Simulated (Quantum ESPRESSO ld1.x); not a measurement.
Results of a calculation; reference values are marked as such.
Question: Lu3+, configuration [Kr] 4d10 4f14 5s2 5p5 6s1 (not the ground configuration). Level of theory: scalar-relativistic Kohn-Sham, LDA (Slater exchange, Perdew-Wang correlation), spin-polarised, spherical densities, point nucleus; open shells are filled with parallel spins first (ld1.x of Quantum ESPRESSO 7.5). Some entries of the table are withheld. Estimate them.

orbital  occ.  eigenvalue (eV)  <r^2> (bohr^2)  <r> (bohr)
1s up       1         -63225.3       0.0005126     0.01933
1s down     1         -63225.2       0.0005126     0.01933
2s up       1         -10791.2        0.007927     0.08188
2s down     1         -10791.2        0.007927     0.08188
2p up       3         -9501.01        0.006498     0.07294
2p down     3         -9500.92        0.006498     0.07294
3s up       1         -2470.29         0.05177      0.2128
3s down     1         -2470.23         0.05177      0.2128
3p up       3         -2083.17         0.05232      0.2124
3p down     3         -2083.11         0.05232      0.2124
3d up       5         -1617.69         0.04346      0.1925
3d down     5         -1617.62         0.04346      0.1925
4s up       1         -517.620          0.2585      0.4783
4s down     1         -517.509          0.2584      0.4783
4p up       3         -390.591          0.2943      0.5084
4p down     3         -390.464          0.2941      0.5083
4d up       5         -224.908          0.3491      0.5482
4d down     5         -224.738          0.3486      0.5479
5s up       1         -94.2671           1.501       1.156
5s down     1         -93.3424           1.496       1.154
5p up       3              (1)           2.057       1.349
5p down     2              (2)           2.046       1.345
4f up       7         -42.9363          0.6539      0.7096
4f down     7         -42.5757          0.6431      0.7048
6s up       1              (3)           8.430       2.753
6s down     0              (4)           8.583       2.775

Answer: 
(1) 5p up eigenvalue (eV): -63.9772
(2) 5p down eigenvalue (eV): -62.9486
(3) 6s up eigenvalue (eV): -27.7258
(4) 6s down eigenvalue (eV): -26.4174
